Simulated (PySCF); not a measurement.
**Radial density of Pr (praseodymium, neutral)**

UHF, [Xe] 4f3 5d1 6s1, one real determinant (an excited configuration). Computed with PySCF 2.14 in ANO-RCC-VTZP, with the spin-free X2C one-electron Hamiltonian (Gaussian nucleus).

| r (bohr) | 4πr²ρ (e/bohr) | 4πr²(ρα − ρβ) |
| --- | --- | --- |
| 0.0204 | 75.90 | 0.0010 |
| 0.0343 | 68.04 | 0.0009 |
| 0.0577 | 93.66 | 0.0060 |
| 0.0970 | 91.83 | 0.0129 |
| 0.163 | 79.43 | 0.0910 |
| 0.274 | 70.45 | 0.5661 |
| 0.461 | 33.70 | 2.0560 |
| 0.776 | 28.27 | 2.7170 |
| 1.31 | 9.373 | 1.5690 |
| 2.20 | 3.693 | 0.6012 |
| 3.69 | 0.6300 | 0.4820 |
| 6.21 | 0.1882 | 0.1877 |
| 10.5 | 0.007664 | 0.0077 |

Densities and radii are taken from the X2C orbitals without a picture-change correction, which distorts them close to the nucleus.

⟨L²⟩ = 40.05 against 72 for a pure L term, so this real determinant mixes terms. Spin-orbit coupling, absent here, splits the open shell strongly.
